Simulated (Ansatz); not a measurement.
I3Zr (SMILES [I][Zr+]([I])[I]), charge +1, singlet, geometry from GFN2-xTB (such geometries of metal compounds can be far from the true shape) (the multiplicity is a formal guess) (all electrons, no relativity); HF/3-21G (Ansatz, an electronic-structure program).

Ansatz was given this input:
Ansatz 0.2 input:
```yaml
crystal:
  periodic: [false, false, false]
  atoms:
    - {symbol: Zr, position_ang: [-0.39336319, 0.40525880, 0.89381686]}
    - {symbol: I, position_ang: [-1.84730484, -1.56262782, -0.41912409]}
    - {symbol: I, position_ang: [0.06718708, 2.11587631, -1.24441120]}
    - {symbol: I, position_ang: [2.07699564, -0.85910419, 0.98895652]}
basis:
  gaussian:
    orbitals: 3-21G.json
    nuclear_model: gaussian
hamiltonian:
  xc: hf
total_charge: 1
```
The basis file holds 3-21G in the JSON format of the Basis Set Exchange.

Task: Write the output that Ansatz gives for this input, abridged.

Result: 
```
Functional definition: HF
1680 factors; integrals over basis functions are off by at most 5.9e-4 eV
mean field evaluation 1: about -658108.4978 eV, gradient 4.2e1 eV
mean field evaluation 2: about -658108.5029 eV, gradient 4.2e1 eV
mean field evaluation 4: about -658115.6075 eV, gradient 2.2e1 eV
mean field evaluation 8: about -658117.3005 eV, gradient 1.3e-1 eV
mean field evaluation 16: about -658110.9969 eV, gradient 3.1e0 eV
mean field evaluation 32: about -658110.2569 eV, gradient 9.9e0 eV
mean field evaluation 64: about -658111.4545 eV, gradient 6.8e0 eV
mean field evaluation 96: about -658110.2039 eV, gradient 1.1e1 eV
mean field evaluation 128: about -658111.1914 eV, gradient 1.1e1 eV
mean field evaluation 160: about -658111.5739 eV, gradient 1.8e1 eV
mean field -658117.30037190 eV, -24185.3647007394 hartree, gradient 2.5e-5 eV, S^2 0.000000; 0 other end points of the search recorded, 0 dependent functions left out
reference -658117.30037190 eV, -24185.3647007394 hartree; 99, 99 occupied and 39, 39 virtual orbitals, 1680 factors
Total energy: -658117.30037190 eV, -24185.3647007394 hartree
```
